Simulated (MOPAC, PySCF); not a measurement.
H$_{3}$InO$_{3}$, SMILES `[In]([OH])([OH])[OH]`, neutral singlet in the gas phase. 

Z-matrix (Å, degrees):
```
In
O 1 1.9883
H 2 0.9639 1 111.97
O 1 1.9883 2 120.01 3 -180.00
H 4 0.9639 1 111.97 2 0.00
O 1 1.9883 2 120.01 3 0.00
H 6 0.9639 1 111.96 2 180.00
```
Charge 0, multiplicity 1.

All levels are single points at this geometry (B3LYP-D3(BJ)/def2-TZVP); Pople sets use spherical d functions. Orbital energies aren't observables, and empty levels follow the basis.

| level | HOMO (eV) | LUMO (eV) | gap (eV) | dipole (D) | vertical IE, Delta-SCF (eV) |
|---|---|---|---|---|---|
| B3LYP-D3(BJ)/def2-TZVP in PySCF | -8.40 | -2.37 | 6.03 | 0.00 | – |
| B3LYP/6-31G* (LANL2DZ on In) in PySCF | -7.78 | -1.62 | 6.16 | 0.00 | 10.28 |
| M06-2X/6-31G* (LANL2DZ on In) in PySCF | -9.91 | -0.47 | 9.44 | 0.00 | – |
| AM1 in MOPAC | -11.89 | -2.16 | 9.73 | 0.00 | – |
| PM3 in MOPAC | -11.90 | -2.01 | 9.89 | 0.00 | – |
| PM6 in MOPAC | -11.90 | -0.90 | 11.00 | 0.00 | – |
